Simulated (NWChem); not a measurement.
# C3H9B cation, doublet; SMILES of the neutral closed-shell parent CB(C)C

```xyz
13

B     -0.0015     0.1271    -0.0214
C     -0.0012     1.6462    -0.0394
H      0.8713     2.0718    -0.5613
H      0.0593     1.9941     1.0115
H     -0.9206     2.0791    -0.4650
C      1.2546    -0.8967    -0.0006
H      1.6928    -0.6231    -0.9814
H      1.1575    -1.9813     0.1021
H      1.7872    -0.4546     0.8664
C     -1.2556    -0.8982     0.0228
H     -1.1560    -1.9842     0.1066
H     -1.7218    -0.6084    -0.9405
H     -1.7613    -0.4682     0.9119
```
Atoms are numbered in this order, from 1.

Computed with NWChem. Pople sets run with spherical d functions. Spin-unrestricted. Coordinates come from a PBE0/def2-SVP, spin-unrestricted optimisation. No frequency run checked for a minimum. This spin state was assumed; another may lie lower. No stability test was run on the SCF state. B3LYP is NWChem's, with the RPA form of VWN correlation. Atomic charges in e: unrestrained fits to the electrostatic potential beside Mulliken populations; buried atoms are poorly determined by the fit.

For level UHF/6-31G*:

| Item | Result |
|---|---|
| ESP B1 | 0.73 |
| Mulliken B1 | 0.63 |
| ESP C2 | -0.54 |
| Mulliken C2 | -0.76 |
| ESP C6 | -0.41 |
| Mulliken C6 | -0.68 |
| ESP C10 | -0.40 |
| Mulliken C10 | -0.68 |

Problem. Estimate the same quantities for level B3LYP/def2-SVP.

Solution. ESP B1: 0.50
Mulliken B1: -0.18
ESP C2: -0.44
Mulliken C2: 0.03
ESP C6: -0.29
Mulliken C6: -0.01
ESP C10: -0.29
Mulliken C10: -0.01
